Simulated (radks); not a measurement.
Trend from C4+ to Ne4+: ionisation energy by Delta-SCF between NIST ground configurations, and size. All-electron calculation, Dirac Kohn-Sham, LDA (Slater exchange, Perdew-Wang correlation), spin-unpolarised, spherical densities, finite nucleus; open shells fill j = l - 1/2 first; Fermi nuclear charge, rms radius of each element as measured or else 0.836 A^(1/3) + 0.57 fm. Program: a radial shooting solver on a logarithmic mesh with Libxc functionals.

species  configuration  configuration of the ion  IE (eV)  NIST (eV)       kind   -e(HOMO) (eV)
C4+               [He]                       1s1   396.08     392.09     theory  354.80 (1s1/2)
N4+           [He] 2s1                      [He]   96.428     97.890       exp.  87.221 (2s1/2)
O4+           [He] 2s2                  [He] 2s1   113.82     113.90       exp.  102.26 (2s1/2)
F4+       [He] 2s2 2p1                  [He] 2s2   113.69     114.25  semi-emp.  99.408 (2p1/2)
Ne4+      [He] 2s2 2p2              [He] 2s2 2p1   124.75     126.25       exp.  109.32 (2p1/2)

Reference values: NIST Atomic Spectra Database (exp. = measured, semi-emp. = semi-empirical, theory = theoretical value adopted there). Spin polarisation and multiplet splitting are left out, so open shells lie too high by an amount that depends on their filling.

Beside tabulated values, note that spin-unpolarised runs miss the spin-polarisation part of the exchange energy of open shells.
